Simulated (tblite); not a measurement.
Species: C₃H₁₁NOSi.
SMILES with atom numbers: `[CH3:1][CH2:2][NH:3][SiH2:4][O:5][CH3:6]` (hydrogens: H7, H8, H9 on C1; H10, H11 on C2; H12 on N3; H13, H14 on Si4; H15, H16, H17 on C6)

Computed with GFN2-xTB (tblite), gas phase: L-BFGS steps from a force-field or distance-geometry start until the largest atomic force falls under 0.01 eV/Å.

Step 7: E = -566.3468 eV
```
atom  x, y, z in Å  |  force x, y, z in eV/Å
C1      2.5642    0.9964   -0.0089    0.019   0.098   0.031
C2      1.6392   -0.0405   -0.6294    0.117   0.074  -0.020
N3      0.4203   -0.1297    0.1331    0.049  -0.121   0.040
Si4    -0.8913   -1.1367   -0.3323   -0.319  -0.232   0.149
O5     -2.0669   -0.9263    0.7782    0.005   0.023   0.062
C6     -2.8717    0.2196    0.8515    0.081  -0.118  -0.020
H7      2.0653    1.9666    0.0242    0.096  -0.104  -0.031
H8      2.8036    0.7027    1.0150    0.069   0.048  -0.107
H9      3.4872    1.0843   -0.5814   -0.088   0.012   0.075
H10     2.1600   -1.0075   -0.6968    0.003  -0.014   0.024
H11     1.3513    0.2501   -1.6342    0.067   0.060  -0.279
H12     0.6534   -0.2007    1.1141   -0.109   0.082   0.168
H13    -0.6384   -2.5815   -0.2531   -0.121   0.130   0.027
H14    -1.4219   -0.7308   -1.6330    0.226   0.074  -0.116
H15    -3.5239    0.1316    1.7284    0.159   0.033  -0.178
H16    -2.2666    1.1300    0.9113   -0.047  -0.097   0.155
H17    -3.4708    0.2846   -0.0571   -0.206   0.052   0.018
```

Step 8: E = -566.3610 eV
```
atom  x, y, z in Å  |  force x, y, z in eV/Å
C1      2.5656    0.9970   -0.0094    0.034   0.074   0.009
C2      1.6421   -0.0406   -0.6334    0.075   0.085   0.031
N3      0.4278   -0.1352    0.1389   -0.073  -0.153  -0.007
Si4    -0.8905   -1.1370   -0.3308   -0.259  -0.202   0.094
O5     -2.0705   -0.9343    0.7760   -0.014   0.136  -0.045
C6     -2.8700    0.2151    0.8465    0.025  -0.069   0.000
H7      2.0667    1.9661    0.0226    0.080  -0.079  -0.020
H8      2.8081    0.7038    1.0152    0.039   0.045  -0.147
H9      3.4887    1.0869   -0.5807   -0.071   0.012   0.060
H10     2.1642   -1.0075   -0.6960    0.000   0.009  -0.025
H11     1.3466    0.2515   -1.6411    0.121   0.004  -0.108
H12     0.6552   -0.1797    1.1246   -0.102   0.050   0.050
H13    -0.6681   -2.5873   -0.2458   -0.071   0.149   0.009
H14    -1.4104   -0.7273   -1.6426    0.264   0.047   0.010
H15    -3.5135    0.1212    1.7264    0.069   0.058  -0.123
H16    -2.2658    1.1279    0.9171   -0.059  -0.167   0.094
H17    -3.4832    0.2915   -0.0577   -0.056   0.003   0.118
```

Step 9: E = -566.3698 eV
```
atom  x, y, z in Å  |  force x, y, z in eV/Å
C1      2.5668    0.9982   -0.0097    0.015   0.018  -0.020
C2      1.6443   -0.0394   -0.6360   -0.005   0.038   0.049
N3      0.4308   -0.1421    0.1422   -0.113  -0.148  -0.041
Si4    -0.8943   -1.1401   -0.3283   -0.104  -0.087   0.013
O5     -2.0730   -0.9373    0.7758   -0.039   0.132  -0.083
C6     -2.8688    0.2116    0.8429   -0.037  -0.005   0.014
H7      2.0689    1.9650    0.0213    0.039  -0.006  -0.009
H8      2.8119    0.7053    1.0131    0.026   0.028  -0.111
H9      3.4885    1.0888   -0.5793   -0.016   0.016   0.015
H10     2.1664   -1.0072   -0.6957    0.002   0.038  -0.053
H11     1.3468    0.2527   -1.6478    0.144  -0.033   0.040
H12     0.6535   -0.1673    1.1316   -0.096   0.028  -0.057
H13    -0.6856   -2.5882   -0.2415   -0.044   0.079   0.007
H14    -1.3985   -0.7243   -1.6484    0.263   0.026   0.078
H15    -3.5061    0.1167    1.7228   -0.034   0.053  -0.021
H16    -2.2663    1.1240    0.9229   -0.033  -0.150   0.040
H17    -3.4922    0.2955   -0.0561    0.032  -0.026   0.139
```

Step 10: E = -566.3758 eV
```
atom  x, y, z in Å  |  force x, y, z in eV/Å
C1      2.5676    0.9993   -0.0104   -0.012  -0.023  -0.040
C2      1.6455   -0.0382   -0.6364   -0.059  -0.018   0.036
N3      0.4311   -0.1491    0.1435   -0.085  -0.107  -0.052
Si4    -0.8984   -1.1435   -0.3266    0.028   0.012  -0.042
O5     -2.0755   -0.9370    0.7738   -0.054   0.059  -0.069
C6     -2.8687    0.2092    0.8412   -0.078   0.035   0.034
H7      2.0710    1.9643    0.0203    0.002   0.059  -0.002
H8      2.8149    0.7068    1.0099    0.026   0.009  -0.045
H9      3.4883    1.0903   -0.5783    0.027   0.016  -0.030
H10     2.1680   -1.0061   -0.6966    0.008   0.048  -0.055
H11     1.3494    0.2528   -1.6512    0.136  -0.042   0.113
H12     0.6507   -0.1583    1.1350   -0.098   0.009  -0.118
H13    -0.6983   -2.5877   -0.2384   -0.027  -0.010   0.012
H14    -1.3857   -0.7217   -1.6509    0.239   0.020   0.079
H15    -3.5020    0.1145    1.7203   -0.110   0.039   0.070
H16    -2.2672    1.1188    0.9272    0.009  -0.076   0.010
H17    -3.4976    0.2977   -0.0527    0.047  -0.030   0.099
```

Problem. Estimate the geometry and energy of step 11. (The exact step hangs on the optimiser's Hessian estimate; all steps are aligned on step 10, rigid shifts and turns removed.)

Solution. E = -566.3815 eV, largest force 0.213 eV/Å
```
atom  x, y, z in Å  |  force x, y, z in eV/Å
C1      2.5683    1.0003   -0.0118   -0.031  -0.038  -0.041
C2      1.6459   -0.0377   -0.6356   -0.072  -0.063   0.014
N3      0.4306   -0.1573    0.1440   -0.024  -0.037  -0.054
Si4    -0.9016   -1.1467   -0.3259    0.116   0.067  -0.060
O5     -2.0790   -0.9359    0.7689   -0.060  -0.038  -0.034
C6     -2.8701    0.2074    0.8408   -0.095   0.053   0.064
H7      2.0731    1.9645    0.0193   -0.024   0.099   0.001
H8      2.8182    0.7083    1.0059    0.029  -0.006   0.025
H9      3.4888    1.0922   -0.5781    0.044   0.009  -0.068
H10     2.1700   -1.0042   -0.6987    0.019   0.034  -0.039
H11     1.3538    0.2520   -1.6520    0.102  -0.032   0.120
H12     0.6469   -0.1478    1.1362   -0.101  -0.012  -0.136
H13    -0.7136   -2.5881   -0.2346   -0.010  -0.088   0.016
H14    -1.3685   -0.7189   -1.6519    0.198   0.027   0.030
H15    -3.5000    0.1121    1.7197   -0.160   0.025   0.138
H16    -2.2676    1.1123    0.9313    0.049   0.021  -0.003
H17    -3.5020    0.2997   -0.0478    0.020  -0.019   0.029
```

The energy changes by -0.0058 eV. The first-order estimate −F·Δx gives -0.0078 eV and the mean of the old and new forces, exact on a quadratic surface, -0.0057 eV. The step makes an angle of 59° with the force vector and moves no atom by more than 0.017 Å.

The cost below is that of the whole relaxation. On one thread, Arm Neoverse N1 (aarch64), no GPU, on a shared host, this took 0.84 s.
